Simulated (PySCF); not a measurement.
Delta-SCF ions had no search for a lower state. Excitations are Tamm–Dancoff values on a coarser integration grid. The basis has no diffuse functions, so Rydberg states are missing or too high.

**Cl$_{3}$In, SMILES `[Cl][In]([Cl])[Cl]` (charge 0, multiplicity 1)**

Level of theory: PBE0-D4/def2-TZVP (PySCF).

| Quantity | Result |
|---|---|
| HOMO | -9.46 eV |
| dipole moment | 0.00 D |
| HOMO–LUMO gap | 6.56 eV |
| LUMO | -2.90 eV |
| S1 excitation (TDA) | 5.17 eV |
| S1 oscillator strength | 0.000 |
| brightest of the four lowest singlets (TDA) | 5.37 eV |
| T1 excitation (TDA) | 4.82 eV |
| S1–T1 gap (TDA) | 0.35 eV |
| vertical ionisation energy (Delta-SCF) | 11.42 eV |
| total energy | -1570.4847 Ha |
| cost | about 30 core-seconds (a rough figure) |

Bond lengths (Å): Cl1–In2 2.293, In2–Cl3 2.293, In2–Cl4 2.293. Bond angles (°): Cl1–In2–Cl3 120.0, Cl1–In2–Cl4 120.0, Cl3–In2–Cl4 120.0.
